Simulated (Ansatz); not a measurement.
Level of theory: r2SCAN-D4/def2-SVP in Ansatz (a program for electronic structure). No frequencies were computed at this level.

Ansatz 0.2 input:
```yaml
crystal:
  periodic: [false, false, false]
  atoms:
    - { symbol: Zr, position_ang: [-0.000021, 0.00006, -0.000084] }
    - { symbol: Br, position_ang: [1.221266, -0.541575, -2.094868] }
    - { symbol: Br, position_ang: [0.562268, -1.678178, 1.743974] }
    - { symbol: Br, position_ang: [-2.446264, -0.043045, -0.432729] }
    - { symbol: Br, position_ang: [0.662759, 2.262743, 0.783713] }
basis:
  gaussian: { orbitals: def2-svp }
hamiltonian:
  xc: r2scan
  dispersion: d4
relax:
  max_steps: 150
```

Output:

```
Functional definition: r2SCAN
1658 factors; their error is unknown
mean field evaluation 1: about -281440.2429 eV, gradient 1.4e1 eV
mean field evaluation 2: about -281440.4518 eV, gradient 9.4e0 eV
mean field evaluation 4: about -281440.6635 eV, gradient 3.4e0 eV
mean field evaluation 8: about -281440.6907 eV, gradient 3.4e-2 eV
mean field evaluation 16: about -281440.4838 eV, gradient 4.7e-5 eV
mean field -281440.48375912 eV, -10342.7470109362 hartree, gradient 4.7e-5 eV, S^2 0.000000; 0 other end points of the search recorded, 0 dependent functions left out
reference -281440.48378438 eV, -10342.7470118645 hartree; 76, 76 occupied and 83, 83 virtual orbitals, 1658 factors
relax step   1: F+E_penalty+E_count = -281440.54338191 eV  Δ(F+E_penalty+E_count) = +0.000e0 eV  max|allowed force component| = 1.208e-1 eV/Å  Δτ_max = 0.0000 Å  (26 SCF iters, accepted)
these checks for a lower state are left out or cut short: starts, cluster_reference, orbital_swaps, neighbouring_geometries, increment
1658 factors; their error is unknown
mean field -281440.48251525 eV, -10342.7469652248 hartree, gradient 6.3e-5 eV, S^2 0.000000; 0 other end points of the search recorded, 0 dependent functions left out
reference -281440.48254050 eV, -10342.7469661525 hartree; 76, 76 occupied and 83, 83 virtual orbitals, 1658 factors
relax step   2: F+E_penalty+E_count = -281440.54242904 eV  Δ(F+E_penalty+E_count) = +9.529e-4 eV  max|allowed force component| = 1.501e-1 eV/Å  Δτ_max = 0.0181 Å  (27 SCF iters, rejected (line search))
these checks for a lower state are left out or cut short: starts, cluster_reference, orbital_swaps, neighbouring_geometries, increment
1658 factors; their error is unknown
mean field -281440.48565286 eV, -10342.7470805297 hartree, gradient 6.3e-5 eV, S^2 0.000000; 0 other end points of the search recorded, 0 dependent functions left out
reference -281440.48567811 eV, -10342.7470814577 hartree; 76, 76 occupied and 83, 83 virtual orbitals, 1658 factors
relax step   3: F+E_penalty+E_count = -281440.54540704 eV  Δ(F+E_penalty+E_count) = -2.025e-3 eV  max|allowed force component| = 1.676e-3 eV/Å  Δτ_max = 0.0081 Å  (27 SCF iters, accepted)
1658 factors; their error is unknown
mean field evaluation 32: about -281440.6914 eV, gradient 1.6e0 eV
mean field -281440.48565286 eV, -10342.7470805297 hartree, gradient 6.3e-5 eV, S^2 0.000000; 1 other end points of the search recorded, 0 dependent functions left out
reference -281440.48567811 eV, -10342.7470814577 hartree; 76, 76 occupied and 83, 83 virtual orbitals, 1658 factors
Total energy: -281440.54543229 eV, -10342.7492773832 hartree
Atom 0 at     0.000002    -0.000001     0.000005 Å, force     0.000021    -0.000038     0.000075 eV/Å
Atom 1 at     1.217338    -0.539819    -2.088115 Å, force    -0.000830     0.000364     0.001430 eV/Å
Atom 2 at     0.560429    -1.672702     1.738278 Å, force    -0.000409     0.001224    -0.001269 eV/Å
Atom 3 at    -2.438372    -0.042898    -0.431326 Å, force     0.001676     0.000025     0.000301 eV/Å
Atom 4 at     0.660611     2.255426     0.781164 Å, force    -0.000458    -0.001575    -0.000537 eV/Å
Dipole moment:    -0.000001     0.000002    -0.000005 e Å
```

Cost: about 60 core-seconds (a rough figure).
